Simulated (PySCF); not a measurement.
A run for PySCF: R-B3LYP/3-21G on CH4 (SMILES C).

```python
from pyscf import gto, scf, dft, mp
from pyscf.data.elements import chemcore

mol = gto.M(
    atom='''
    C    -0.20440649   -0.04430182   -0.29071696
    H     0.37230030   -0.09913342   -1.21308321
    H    -0.75803661    0.89371268   -0.26659162
    H    -0.90208411   -0.88016963   -0.25156153
    H     0.46781400   -0.09127708    0.56443765
    ''',
    basis='3-21g',
    charge=0, spin=0, verbose=3, max_memory=1800)
mf = dft.RKS(mol, xc='b3lyp')
mf.conv_tol = 1e-8
mf.max_cycle = 100
mf.kernel()
if not mf.converged:
    mf = mf.newton().run(mf.mo_coeff, mf.mo_occ)
```

Program output:

```
converged SCF energy = -40.3015498150704
```

The run converged.

Cost: roughly 0.6 core-seconds.
